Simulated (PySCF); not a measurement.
## [Bi(SH)3]2+ at several levels of theory

Computed with PySCF 2.14.0 (density fitting, no spin-orbit coupling) at the geometry relaxed with TPSS:

```xyz
7
[Bi(SH)3]2+ (singlet)
Bi    0.6277   -0.2054    0.1037
S    -0.3858    0.4635    2.2707
H    -1.6751    0.5192    1.8056
S    -0.3887   -0.5294   -2.1522
H    -1.6765   -0.2681   -1.7586
S     3.0749   -0.4423    0.3589
H     3.2954   -0.7645   -0.9568
```

| level | basis | state | HOMO (eV) | gap (eV) | charge on Bi1 (e) | dipole about the centre of mass (D) | largest force component (eV/Å) |
| --- | --- | --- | --- | --- | --- | --- | --- |
| TPSS | Bi def2-SVP with ECP60, S def2-SVP, H def2-SVP | singlet | -16.87 | 1.10 | 0.95 | 2.27 | 0.01 |
| revPBE | the same | singlet | -16.69 | 0.98 | 0.92 | 2.22 | 0.21 |
| B3LYP | the same | singlet | -17.60 | 2.39 | 0.92 | 2.25 | 0.08 |
| TPSSh | the same | singlet | -17.33 | 1.81 | 0.97 | 2.33 | 0.20 |
| TPSS | Bi def2-TZVP with ECP60, S def2-TZVP, H def2-TZVP | singlet | -16.73 | 1.17 | 0.99 | 1.87 | 0.38 |
| TPSS | Bi x2c-SVPall, S x2c-SVPall, H x2c-SVPall | singlet | -16.89 | 1.09 | 0.93 | 2.24 | 0.10 |

Charges are Mulliken's, which hang on the basis. The relaxation used the grid (50, 194), these runs (75, 302) or, all-electron (x2c bases, spin-free X2C Hamiltonian), (99, 590).

**Question.** What does BP86 with Bi def2-SVP with ECP60, S def2-SVP, H def2-SVP give here?

**Answer.** state singlet, HOMO (eV) -16.83, gap (eV) 0.95, charge on Bi1 (e) 0.88, dipole about the centre of mass (D) 2.23, largest force component (eV/Å) 0.21. Time: 5.6 s on 2 threads of Intel(R) Xeon(R) Platinum 8488C (Sapphire Rapids), with other jobs on the host, from an already converged density.

In the first row's basis the gap widens with exact exchange: 1.0 to 1.1 eV for BP86, revPBE, TPSS (none); 1.8 to 2.4 eV for TPSSh, B3LYP (a fixed share).

No frequency check is given that shows the relaxed geometry to be a minimum.

Small gap, closed shell not tested for a spin-broken solution: revPBE, TPSSh, BP86.
